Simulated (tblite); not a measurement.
Species: C6H11PSi.
Geometry (GFN2-xTB, Å), atoms numbered from 1 in this order:
```
atom  x, y, z in Å
C1     3.1233    0.7617   -0.8960
Si2    1.9921   -0.5877   -0.1823
P3    -0.0008   -0.4172   -1.2161
C4    -0.9203   -1.5671   -0.1761
C5    -2.0314   -1.2582    0.4789
C6    -2.6822    0.0919    0.4850
C7    -1.7278    1.2161    0.2187
C8    -0.5921    1.1096   -0.4578
H9     3.0670    0.7885   -1.9807
H10    2.8500    1.7459   -0.5266
H11    4.1573    0.5834   -0.6196
H12    1.9436   -0.4643    1.2834
H13    2.5032   -1.9249   -0.5125
H14   -0.5222   -2.5735   -0.1439
H15   -2.5328   -2.0145    1.0708
H16   -3.1683    0.2534    1.4522
H17   -3.4788    0.1109   -0.2717
H18   -2.0193    2.1754    0.6293
H19    0.0296    1.9797   -0.6273
```

Level: GFN2-xTB in tblite, geometry and Hessian alike; calculated harmonic values, unscaled, isolated species. The method is semi-empirical: single wavenumbers can be off by several per cent or more. Modes of hydrogen on silicon can be 10 to 20 % off. One conformer, not necessarily the lowest.

Harmonic wavenumbers (cm⁻¹): 31.2, 44.6, 97.0, 111.2, 134.5, 168.3, 342.3, 350.2, 374.4, 423.3, 491.1, 497.1, 548.5, 641.7, 669.3, 703.7, 715.8, 746.2, 761.0, 785.7, 807.3, 822.9, 833.0, 893.2, 899.0, 918.0, 972.9, 1044.9, 1159.7, 1180.7, 1188.8, 1296.8, 1325.2, 1338.7, 1365.9, 1455.7, 1481.9, 1487.9, 1655.1, 1686.1, 2181.8, 2206.5, 2874.5, 2949.3, 3023.9, 3025.6, 3034.9, 3036.8, 3039.5, 3039.9, 3050.8.

A = 2980, B = 913.6, C = 794.6 MHz; mass 142.037 u (most abundant isotopes); point group C1, symmetry number 1.

Task: What is the zero-point energy?

Result: Half the sum of the wavenumbers: 31957 cm⁻¹ = 91.37 kcal/mol.

Task: What is S at 298.15 K and 1 bar for an ideal gas of classical rigid rotors and harmonic oscillators?

Result: Translation 40.79, rotation 29.39, vibration 32.58: S = 102.8 cal/(mol K).

Task: And Cp and H(298.15 K) − H(0)?

Result: Cp = 40.59 cal/(mol K), of which vibrations give 32.64 (their classical limit is 51 R = 101.3); H(298.15 K) − H(0) = 7.25 kcal/mol without the zero-point energy, 4.88 from vibrations.

Task: How do the functions run with temperature in this model?

Result: 
```
T (K)  S (cal/(mol K))  Cp (cal/(mol K))  H − H(0) (kcal/mol)  G − H(0) (kcal/mol)  ln q(vib)
  150             81.3              24.0                 2.48                -9.72       4.03
  250             96.1              35.1                 5.42               -18.60       6.83
  400            116.2              50.9                11.92               -34.55      10.97
  600            139.9              66.0                23.72               -60.21      16.39
  900            169.5              80.2                45.82              -106.78      23.97
```

q(vib) and H(0) count from the zero-point level.

Task: Which modes carry the vibrational entropy at 298.15 K?

Result: 31.2 cm⁻¹: 5.75; 44.6 cm⁻¹: 5.04; 97.0 cm⁻¹: 3.51; 111.2 cm⁻¹: 3.25; 134.5 cm⁻¹: 2.88; 168.3 cm⁻¹: 2.45 cal/(mol K); the other 45 give 9.69 together.

Hindered rotation and anharmonicity are outside this model. Other conformers, if any are populated, would add a mixing term that is left out. The structure is chiral; the term R ln 2 for an equal mix with its mirror image is left out.

Time: 0.84 s of wall time. Hardware: one thread, Arm Neoverse V1 (aarch64), shared host with 64 logical CPUs at a one-minute load of 14. This covers the Hessian and the dipole derivatives.
